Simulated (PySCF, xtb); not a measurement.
ClH2SbTe2, SMILES [Cl][Sb]([TeH])[TeH].

GFN2-xTB in xtb at its own geometry gives an orbital gap of 3.58 eV and a dipole moment of 2.67 D.

The structure is a stationary point at B3LYP-D3(BJ)/def2-SVP. The geometry has at least one imaginary mode, so it is a saddle point at that level. The def2 effective core potentials stand for the cores of Sb, Te; spin–orbit coupling is left out.

What does PySCF with HF/def2-TZVP give? (An estimate is asked for; the answer gives what the named calculation found.)

gap 9.53 eV (levels -8.93 and 0.60 eV), dipole 2.50 D.
